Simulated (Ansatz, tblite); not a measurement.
Forces on the cluster Pd₂H₃ at its PBE0-D4/def2-TZVP geometry. The state is a doublet with charge 0.

In the def2 sets Pd takes a core potential; there is no spin–orbit coupling. The xTB rows come from tblite. Another isomer (doublet) lies 0.21 eV lower at PBE0-D4/def2-TZVP; other spin states weren't run for this one.

GFN1-xTB (tblite), largest force 0.83 eV/Å:

```xyz
5
positions Å, forces eV/Å
Pd    0.761   -1.444   -0.630   -0.134    0.343    0.202
Pd   -0.161    0.741    0.584   -0.174   -0.456   -0.669
H     1.202   -0.651    0.690   -0.246    0.192   -0.080
H    -1.369    1.556    0.056    0.437   -0.300    0.185
H    -0.433   -0.202   -0.700    0.117    0.221    0.362
```

GFN2-xTB (tblite), largest force 1.11 eV/Å:

```
Pd 0.180 0.120 0.328
Pd -0.369 -0.490 -0.925
H 0.161 -0.237 -0.062
H -0.019 0.321 0.311
H 0.046 0.286 0.349
```

PBE-D4/def2-TZVP (Ansatz), largest force 0.28 eV/Å:

```
Pd 0.004 -0.045 -0.042
Pd 0.148 0.062 0.232
H 0.044 -0.042 0.007
H -0.199 0.139 -0.082
H 0.002 -0.114 -0.115
```
